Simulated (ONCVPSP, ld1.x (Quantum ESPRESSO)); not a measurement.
## Hardness and transferability of assorted potentials

Generated with ld1.x 7.5 (TM, RRKJ, ultrasoft, PAW), atompaw 4.2 or ONCVPSP 4.0.1. The cutoff is in Ry: for ld1.x and atompaw files where the sum of valence levels is converged to 10 mRy in a Bessel basis, for ONCV files where the hardest occupied wave has 1 mHa per electron of residual kinetic energy. The error is the largest all-electron minus pseudo excitation energy over each file’s own four to seven test configurations (ionisations up to +4, promotions, holes and added fractions of an electron), all of which were solved. The labels leave out finer settings (local radius, basis sizes, second energies), which also bear on the numbers. Spin-polarised tests are not counted. The rows are a selection from randomly drawn settings: files with unsolved tests, undetermined cutoffs or missed reference levels are left out.

```csv
element,potential,cutoff (Ry),largest error (meV),bound ghosts
O,"ONCV, PBE, scalar-relativistic, rc 0.90/1.70/1.65 (spd), local smoothed, core correction no, reference 2s2 2p3.75, qcut 7.7/10.3/5.4, projectors 2/2/1",63,+217,none
F,"ONCV, revPBE, scalar-relativistic, rc 0.55/1.75/1.40 (spd), local smoothed, core correction yes, reference 2s2 2p5, qcut 9.9/7.9/6, projectors 1/2/2",186,+2531,none
Al,"RRKJ, PW91, scalar-relativistic, rc 1.55/2.65/2.35 (spd), local s, core correction yes, reference 3s2 3p1",21,+26,none
Cr,"ONCV, LDA (Perdew-Wang 92), scalar-relativistic, rc 0.85/2.00/1.90 (spd), local smoothed, core correction yes, reference 3s2 3p6 3d5 4p1, qcut 8.1/7.5/7.2, projectors 2/2/1",327,+33,none
Mn,"ONCV, PBE, scalar-relativistic, rc 1.65/1.25/1.45 (spd), local smoothed, core correction yes, reference 3s2 3p6 3d5 4s1.75, qcut 9.4/12.7/11.2, projectors 3/3/1",92,+0.7,none
Ni,"ONCV, LDA (Perdew-Wang 92), scalar-relativistic, rc 1.05/0.85/0.90 (spd), local smoothed, core correction yes, reference 3s2 3p6 3d8 4s2, qcut 12/7.8/13.8, projectors 2/1/3",180,+6.3,none
Ag,"ONCV, LDA (Perdew-Wang 92), scalar-relativistic, rc 1.80/1.60/2.00 (spd), local smoothed, core correction yes, reference 4s2 4p6 4d10 5s1, qcut 6.1/9.1/7, projectors 2/2/2",45,+60,none
Ag,"ONCV, PBE, scalar-relativistic, rc 1.55/1.65/1.10 (spd), local d, core correction yes, reference 4s2 4p6 4d10 5s0.5, qcut 8.4/6.5/10, projectors 2/2/0",72,-1.3,none
```

(1) Fill in the row for O: ONCV, BLYP, scalar-relativistic, rc 1.00/1.15 (sp), local smoothed, core correction yes, reference 2s1.5 2p4.5, qcut 8.3/9.4, projectors 2/2.

Results:

(1) cutoff 77 Ry, largest error +147 meV, bound ghosts: none.
